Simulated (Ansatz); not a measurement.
Start from `[F][W]([F])([F])(=[S])[Cl]` and change one element to get `[F][Mo]([F])([F])(=[S])[Cl]`.

Ansatz, PBE0-D4/def2-TZVP geometries, multiplicity 1. 

Elements past krypton have def2 core potentials.

```csv
property,`[F][W]([F])([F])(=[S])[Cl]`
HOMO energy (PBE/def2-TZVPP) / eV,-7.91
LUMO energy (B3LYP/def2-TZVPP) / eV,-4.12
LUMO energy (PBE/def2-TZVPP) / eV,-4.64
HOMO energy (B3LYP/def2-TZVPP) / eV,-8.95
"ideal-gas entropy at 298 K and 1 bar (rigid rotor, harmonic PBE0-D4/def2-TZVP) / J/(mol·K)",374
HOMO–LUMO gap (PBE/def2-TZVPP) / eV,3.27
```

(1) Give the same properties after the change, and the shifts. (An estimate is asked.)

Answers

(1) The calculation gave: 
| property | `[F][Mo]([F])([F])(=[S])[Cl]` | shift |
| --- | --- | --- |
| HOMO energy (PBE/def2-TZVPP) / eV | -8.02 | -0.11 |
| LUMO energy (B3LYP/def2-TZVPP) / eV | -4.85 | -0.73 |
| LUMO energy (PBE/def2-TZVPP) / eV | -5.32 | -0.68 |
| HOMO energy (B3LYP/def2-TZVPP) / eV | -9.08 | -0.13 |
| ideal-gas entropy at 298 K and 1 bar (rigid rotor, harmonic PBE0-D4/def2-TZVP) / J/(mol·K) | 368 | -6 |
| HOMO–LUMO gap (PBE/def2-TZVPP) / eV | 2.70 | -0.57 |

With PBE0 the HOMO falls by 0.13 eV and the LUMO falls by 0.74 eV, so the gap narrows by about 0.61 eV. PBE moves the HOMO by -0.11 eV and ωB97M-V by -0.14 eV.

B3LYP here is the variant with VWN-RPA as its local correlation; programs differ in this.
